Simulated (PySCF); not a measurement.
Molfile (atoms numbered from 1):
```
C3H6BF3
     RDKit          3D

 13 12  0  0  0  0  0  0  0  0999 V2000
    1.9873   -0.7064   -0.0751 C   0  0  0  0  0  0  0  0  0  0  0  0
    0.4331   -0.6522   -0.1804 B   0  0  0  0  0  0  0  0  0  0  0  0
   -0.3651    0.6731    0.1048 C   0  0  0  0  0  0  0  0  0  0  0  0
   -1.8611    0.5634    0.0870 C   0  0  0  0  0  0  0  0  0  0  0  0
   -2.4599    1.7311    0.3583 F   0  0  0  0  0  0  0  0  0  0  0  0
   -2.2970   -0.3188    0.9956 F   0  0  0  0  0  0  0  0  0  0  0  0
   -2.3111    0.1608   -1.1072 F   0  0  0  0  0  0  0  0  0  0  0  0
    2.4895    0.2445    0.1552 H   0  0  0  0  0  0  0  0  0  0  0  0
    2.2488   -1.4408    0.7096 H   0  0  0  0  0  0  0  0  0  0  0  0
    2.4168   -1.1302   -0.9995 H   0  0  0  0  0  0  0  0  0  0  0  0
   -0.1677   -1.6576   -0.4887 H   0  0  0  0  0  0  0  0  0  0  0  0
   -0.0512    1.0996    1.0727 H   0  0  0  0  0  0  0  0  0  0  0  0
   -0.0595    1.4198   -0.6502 H   0  0  0  0  0  0  0  0  0  0  0  0
  1  2  1  0
  2  3  1  0
  3  4  1  0
  4  5  1  0
  4  6  1  0
  4  7  1  0
  1  8  1  0
  1  9  1  0
  1 10  1  0
  2 11  1  0
  3 12  1  0
  3 13  1  0
M  END
```

Non-relativistic Hamiltonian, one averaged value for each set of equivalent atoms, no solvent, one computed conformer. PBE0/pcSseg-1 with gauge-including orbitals; coordinates at the PBE0-D3(BJ)/def2-SVP level; PySCF 2.14.

Chemical shifts δ = σref − σ; 13C (184.41 ppm) and 1H (31.27 ppm) against TMS; 11B (100.73 ppm) vs BF3·OEt2; 19F (177.25 ppm) against CFCl3, all at this level.

| atoms | nucleus | count | δ (ppm) |
| --- | --- | --- | --- |
| C4 | 13C | 1 | ? |
| H11 | 1H | 1 | 7.69 |
| B2 | 11B | 1 | 87.4 |
| C3 | 13C | 1 | 39.6 |
| H8/H9/H10 | 1H | 3 | ? |
| C1 | 13C | 1 | 15.9 |
| F5/F6/F7 | 19F | 3 | -76.6 |
| H12/H13 | 1H | 2 | 2.13 |

**Question.** Complete the table.

**Answer.** 
- C4: 132.6 ppm, CF3 carbon; 3 electronegative neighbours deshield it
- H8/H9/H10: 1.16 ppm, hydrogen on a methyl carbon bonded to B

Hydrogens on boron are broadened and split by 11B (spin 3/2, 80 %) and 10B (spin 3). A carbon bonded to boron is broadened by the quadrupolar boron nucleus and is often missing from a measured spectrum. Shifts are as computed. Against solution values, carbons near 30 ppm lie about +2 ppm off and those near 130 ppm about +5 ppm. Of 1309 compounds with measured shifts, 239 miss one by over three times the rms of a fit or turn the order of signals round; such compounds aren't used in these exercises. Unscaled 19F shifts against computed CFCl3 carry errors that often reach 10 to 50 ppm.
